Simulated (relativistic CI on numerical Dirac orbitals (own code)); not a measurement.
# Line list: Electric-dipole lines, Al X

Method of calculation: Dirac-Coulomb-Breit CI, separate exchange-only KLI orbitals for each configuration, model QED, unscaled Slater integrals (own radial code, finite nucleus).

Configuration list (outside the closed core 1s2): 2s2, 2s 2p, 2p2, 2p 3s, 2p 3p, 2s 3s, 2s 3p, 2s 3d, 2s 4s, 2s 4p, 2s 4d, 2s 4f, 3s2, 3s 3p, 3p2. Levels of other configurations are missing.

```
λ vac (nm)             Lower             Upper   A (s⁻¹)  log gf  S velocity/length
    4.2441   2s 2p 3P°_2 [4]   2s 4d 3D_3 [43]  2.92e+11   -0.26               0.95
    4.5154   2s 2p 1P°_1 [5]   2s 4d 1D_2 [48]  3.04e+11   -0.33               0.95
    5.0775   2s 2p 3P°_2 [4]   2p 3p 3P_2 [32]  2.09e+11   -0.39               0.93
    5.1901      2s2 1S_0 [1]  2s 3p 1P°_1 [13]  4.44e+11   -0.27               0.95
    5.4384   2s 2p 1P°_1 [5]   2p 3p 1D_2 [33]  4.07e+11   -0.05               0.90
    5.5257   2s 2p 3P°_0 [2]   2s 3d 3D_1 [17]  5.30e+11   -0.14               0.97
    5.5302   2s 2p 3P°_1 [3]   2s 3d 3D_2 [18]  7.14e+11    0.21               0.97
    5.5307   2s 2p 3P°_1 [3]   2s 3d 3D_1 [17]  3.97e+11   -0.26               0.97
    5.5403   2s 2p 3P°_2 [4]   2s 3d 3D_3 [19]  9.47e+11    0.48               0.97
    5.5412   2s 2p 3P°_2 [4]   2s 3d 3D_2 [18]  2.37e+11   -0.26               0.97
    5.9426   2s 2p 1P°_1 [5]   2s 3d 1D_2 [20]  6.53e+11    0.24               0.95
    16.624  2s 3p 1P°_1 [13]   2s 4d 1D_2 [48]  5.89e+10    0.09               1.03
    17.006  2s 3p 3P°_1 [15]   2s 4d 3D_2 [42]  4.98e+10    0.03               0.99
    17.028  2s 3p 3P°_2 [16]   2s 4d 3D_3 [43]  7.01e+10    0.33               0.99
    17.839   2s 3d 3D_1 [17]  2s 4f 3F°_2 [44]  1.22e+11    0.46               0.99
    17.844   2s 3d 3D_2 [18]  2s 4f 3F°_3 [45]  1.29e+11    0.63               0.99
    17.852   2s 3d 3D_3 [19]  2s 4f 3F°_4 [46]  1.45e+11    0.79               0.99
    18.807   2s 3d 1D_2 [20]  2s 4f 1F°_3 [47]  1.37e+11    0.71               0.99
    31.886      2s2 1S_0 [1]   2s 2p 1P°_1 [5]  6.42e+09   -0.53               0.85
    39.852   2s 2p 3P°_2 [4]      2p2 3P_2 [8]  3.59e+09   -0.37               0.77
```

Terms are leading LS components. Brackets give the number of a level in order of energy, since labels repeat. The list gives strong lines, with weight on those to low levels, among the lowest 48 of 58 levels, so that lines to higher ones, which can be the strongest, are missing. Levels whose partners in the same complex of configurations lie outside the list can be far off, and so can their lines. Rates are taken at the computed energies, electric ones in the length gauge. A velocity-to-length ratio far from 1 marks an uncertain rate.

At this charge energies of transitions that change n are usually good to better than 1 %, and those within a shell (Δn = 0) to a few per cent.

(1) From the table, what is the radiative lifetime of 2s 4d 3D_3?

Answers

(1) The listed rates from this level add up to about 3.62e+11 s⁻¹, 100 % of its decay; with all channels τ = 2.76e-12 s.
